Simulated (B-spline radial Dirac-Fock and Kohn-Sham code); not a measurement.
## Bi³⁺: non-radiative channels of the M2 vacancy

System: the Bi³⁺ ion, configuration 1s2 2s2 2p6 3s2 3p6 3d10 4s2 4p6 4d10 4f14 5s2 5p6 5d10 6s2, inside a Watson sphere of charge -3 and radius 1.8 Å (a model of the Madelung potential; inside it an electron's potential energy is raised by 24.0 eV).

Input of the calculation (task.json; shells as n, l, electrons):

```json
{"items": [{
  "Z": 83,
  "q": 3,
  "cfg": [[1, 0, 2], [2, 0, 2], [2, 1, 6], [3, 0, 2], [3, 1, 6], [3, 2, 10], [4, 0, 2], [4, 1, 6], [4, 2, 10], [4, 3, 14], [5, 0, 2], [5, 1, 6], [5, 2, 10], [6, 0, 2]],
  "A": 209,
  "rrms": 5.5211,
  "watson": [-3, 1.8],
  "do": ["binding", "quiet", "decay"],
  "holes": ["K", "L1", "L2", "L3", "M1", "M2", "M3", "M4", "M5", "N1", "N2", "N3", "N4", "N5", "N6", "N7"]
}]}
```

Command: `python xray_run.py task.json out`

Method: independent-particle rates on relativistic LDA orbitals of the hole state (multipoles up to L = 3, Coulomb Auger matrix elements, transition energies from Dirac-Fock). Computed with an atomic code on a B-spline grid. Kinetic energies are configuration averages from the vacuum level; the two-hole energies are estimated from single-hole states.

```tsv
transition	kinetic energy (eV)	width (meV)	share (%)
M2-M4N1	9.61	753	5.4
M2-M4N2	143.0	800	5.7
M2-M5N2	250.6	895	6.4
M2-M4N3	274.0	728	5.2
M2-M3N6	304.6	475	3.4
M2-M3N7	310.9	426	3.0
M2-M4N4	491.2	290	2.1
M2-M4N5	514.4	377	2.7
M2-M4N6	800.1	2430	17.3
M2-M4N7	804.2	3780	27.0
```

Coster-Kronig rates are the weakest part of this model and often come out 1.5 to 2.5 times too large. Channels within a few eV of threshold rest on estimated energies and may be closed in reality. The listed channels hold 78 % of the non-radiative rate. Summed by principal shells, of 14.0 eV in all: MMN 83.0 %, MNN 8.5 %, MMO 6.4 %, MNO 1.7 %, MMP 0.3 %.
